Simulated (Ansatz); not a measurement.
Relaxation of Hf₂S₂⁺ with UKS r2SCAN-D4/def2-SVP.

```sh
$ ansatz run in.yaml --threads 4 --pin off --events-out ev --progress --plain --max-ram 3916MiB
```

```yaml
crystal:
  periodic: [false, false, false]
  atoms:
    - {symbol: Hf, position_ang: [-0.714230, 1.186850, -0.451530]}
    - {symbol: Hf, position_ang: [0.702250, -1.188940, 0.460350]}
    - {symbol: S, position_ang: [0.730180, -3.400360, -0.108460]}
    - {symbol: S, position_ang: [-0.718190, 3.402450, 0.099630]}
basis:
  gaussian: {orbitals: def2-SVP}
total_charge: 1
magnetization: {spin_polarized: true, initial_magnetization: 1}
hamiltonian: {xc: r2scan, dispersion: d4}
scf: {omitted_lower_state_checks: [starts]}
output: {orbitals: {seedname: orbitals}}
relax: {f_tol: 0.02, max_steps: 100}
```

Run time 7.4 min (4 threads of Arm Neoverse V1 on a shared host).

Positions (Å) and forces (eV/Å) at steps 1, 2, 3, 4, 5, 6, 7, 8, 9, 10, 11, 12, 13, 14, 15, 16, 18, 19, 21 of 21:

```xyz
4
step=1 energy=-24267.5837 eV
Hf   -0.714    1.187   -0.452   -1.257    2.518   -0.654
Hf    0.702   -1.189    0.460    1.188   -2.688    0.629
S     0.730   -3.400   -0.108   -0.303    2.207    0.203
S    -0.718    3.402    0.100    0.371   -2.037   -0.177
4
step=2 energy=-24268.3311 eV
Hf   -0.846    1.289   -0.560   -0.668   -0.342   -0.776
Hf    0.825   -1.296    0.571    0.668    0.535    0.902
S     0.702   -3.342   -0.130   -0.364   -0.113   -0.462
S    -0.681    3.350    0.120    0.363   -0.080    0.337
4
step=3 energy=-24268.7368 eV
Hf   -0.965    1.249   -0.695    0.022   -0.140   -0.029
Hf    0.947   -1.257    0.718   -0.008    0.158    0.017
S     0.623   -3.229   -0.191   -0.183    0.717    0.005
S    -0.605    3.237    0.169    0.169   -0.736    0.007
4
step=4 energy=-24269.0564 eV
Hf   -0.986    1.134   -0.746    0.289   -0.448    0.185
Hf    0.966   -1.143    0.772   -0.281    0.457   -0.196
S     0.546   -3.049   -0.229   -0.147    0.591    0.006
S    -0.526    3.057    0.203    0.139   -0.600    0.005
4
step=5 energy=-24269.5045 eV
Hf   -0.945    0.968   -0.743    0.203   -0.562    0.055
Hf    0.924   -0.977    0.771   -0.185    0.574   -0.067
S     0.478   -2.865   -0.256   -0.209    0.488   -0.081
S    -0.458    2.874    0.229    0.191   -0.499    0.094
4
step=6 energy=-24269.8441 eV
Hf   -0.924    0.818   -0.759   -0.080   -0.271   -0.178
Hf    0.902   -0.828    0.787    0.101    0.280    0.161
S     0.408   -2.684   -0.286   -0.203    0.477   -0.074
S    -0.387    2.694    0.257    0.182   -0.486    0.091
4
step=7 energy=-24270.1026 eV
Hf   -0.935    0.705   -0.807    0.203   -0.398    0.111
Hf    0.920   -0.714    0.829   -0.199    0.386   -0.120
S     0.332   -2.507   -0.316   -0.141    0.402   -0.042
S    -0.317    2.516    0.293    0.137   -0.391    0.051
4
step=8 energy=-24270.3862 eV
Hf   -0.921    0.569   -0.829    0.003   -0.695   -0.171
Hf    0.909   -0.579    0.851   -0.007    0.691    0.180
S     0.261   -2.329   -0.344   -0.288    0.181   -0.271
S    -0.249    2.339    0.322    0.292   -0.177    0.262
4
step=9 energy=-24270.7654 eV
Hf   -0.919    0.434   -0.861    0.051   -1.170   -0.215
Hf    0.906   -0.445    0.884   -0.091    1.177    0.242
S     0.189   -2.154   -0.378   -0.461   -0.010   -0.535
S    -0.176    2.165    0.355    0.501    0.002    0.508
4
step=10 energy=-24271.3528 eV
Hf   -0.916    0.285   -0.892   -0.569   -1.469   -0.763
Hf    0.895   -0.293    0.916    0.393    1.442    1.039
S     0.116   -1.986   -0.417   -0.622   -0.410   -1.017
S    -0.095    1.994    0.394    0.797    0.436    0.740
4
step=11 energy=-24271.6058 eV
Hf   -0.945    0.213   -0.895   -0.392   -0.508   -0.094
Hf    0.881   -0.232    0.964    0.051    0.403    0.636
S     0.099   -1.948   -0.473   -0.061   -0.134   -0.571
S    -0.035    1.967    0.404    0.402    0.239    0.029
4
step=12 energy=-24272.0558 eV
Hf   -1.085    0.124   -0.788   -0.444    0.377    0.246
Hf    0.762   -0.211    1.122   -0.158   -0.416    0.318
S     0.194   -1.877   -0.633    0.475    0.859    0.106
S     0.129    1.964    0.299    0.127   -0.820   -0.670
4
step=13 energy=-24272.2867 eV
Hf   -1.225    0.092   -0.702    0.991    0.320    0.649
Hf    0.671   -0.236    1.257   -0.519   -0.108   -1.078
S     0.301   -1.743   -0.726   -0.056    0.952    0.654
S     0.254    1.887    0.171   -0.416   -1.164   -0.225
4
step=14 energy=-24271.9691 eV rejected
Hf   -1.255    0.250   -0.705   -0.668   -2.005   -0.247
Hf    0.698   -0.383    1.223   -0.168    1.688    1.611
S     0.377   -1.619   -0.593   -0.637   -1.228   -2.193
S     0.180    1.752    0.076    1.473    1.546    0.829
4
step=15 energy=-24272.4177 eV
Hf   -1.207    0.103   -0.622   -0.269    0.257   -0.231
Hf    0.594   -0.260    1.224    0.216   -0.122   -0.076
S     0.341   -1.699   -0.728    0.117    0.279    0.318
S     0.272    1.856    0.126   -0.064   -0.415   -0.011
4
step=16 energy=-24272.4402 eV
Hf   -1.233    0.118   -0.632    0.070    0.004    0.075
Hf    0.603   -0.275    1.233   -0.071    0.008   -0.083
S     0.355   -1.661   -0.711    0.010   -0.003    0.011
S     0.275    1.818    0.110   -0.008   -0.009   -0.003
4
step=18 energy=-24272.4412 eV
Hf   -1.233    0.118   -0.623   -0.061    0.003   -0.052
Hf    0.594   -0.275    1.225    0.044   -0.001    0.033
S     0.361   -1.663   -0.712    0.005   -0.007    0.005
S     0.279    1.820    0.109    0.012    0.005    0.014
4
step=19 energy=-24272.4413 eV
Hf   -1.234    0.119   -0.628    0.010   -0.006    0.028
Hf    0.598   -0.274    1.224   -0.028    0.001   -0.006
S     0.359   -1.665   -0.709    0.009    0.004   -0.011
S     0.277    1.821    0.113    0.009    0.001   -0.012
4
step=21 energy=-24272.4414 eV
Hf   -1.235    0.118   -0.626   -0.001    0.001    0.000
Hf    0.596   -0.275    1.225    0.001   -0.001    0.002
S     0.361   -1.663   -0.710    0.001   -0.002   -0.001
S     0.279    1.819    0.111    0.000    0.001   -0.001
```

In the def2 sets Hf takes a core potential; there is no spin–orbit coupling. The structure comes from a short search, and lower isomers may exist.
